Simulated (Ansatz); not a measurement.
Geometry optimisation, Ansatz 0.2.0, RKS PBE0/def2-SVP.

Input file:

```yaml
crystal:
  periodic: [false, false, false]
  atoms:
    - { symbol: Zn, position_ang: [-0.096236, -1.627199, -0.324768] }
    - { symbol: F, position_ang: [-1.0448, -0.78183, -1.559599] }
    - { symbol: O, position_ang: [0.843541, -2.473942, 0.904383] }
    - { symbol: H, position_ang: [-0.376023, 0.901388, -0.346898] }
    - { symbol: As, position_ang: [0.076789, 1.949517, 0.646438] }
    - { symbol: H, position_ang: [0.9963, -3.406374, 0.71531] }
    - { symbol: H, position_ang: [0.812327, 2.707742, -0.452697] }
    - { symbol: H, position_ang: [-1.211798, 2.730699, 0.418032] }
basis:
  gaussian: { orbitals: def2-SVP }
hamiltonian:
  xc: pbe0
relax:
  f_tol: 0.03
  max_steps: 50
```

Launched with:

```bash
$ ansatz run input.yaml --threads 2 --pin off --max-ram 3072MiB --backend cpu --events-out ev --progress --plain --runs-dir out
```

Where does it end, and by what steps?

The forces met the threshold. After 6 steps the energy has fallen by 0.030 eV; O3 moved furthest, 0.28 Å.

```csv
step,energy less start (eV),largest force component (eV/Å),accepted
0,0.0000,0.404,yes
1,-0.0190,0.308,yes
2,-0.0263,0.075,yes
3,-0.0284,0.075,yes
4,-0.0291,0.056,yes
5,-0.0295,0.032,yes
6,-0.0295,0.019,yes
```

```xyz
8
Properties=species:S:1:pos:R:3
Zn -0.056 -1.851 -0.300
F -0.941 -0.880 -1.446
O 0.845 -2.755 0.914
H -0.451 1.107 -0.415
As 0.029 2.140 0.604
H 1.022 -3.669 0.670
H 0.783 2.929 -0.459
H -1.230 2.979 0.432
```

Whether the end is a true minimum wasn't checked by a vibrational analysis.

Time of the run: 17 s on 2 threads of AMD EPYC 9R14 (Zen 4), on a shared host, peak memory 0.29 GiB.
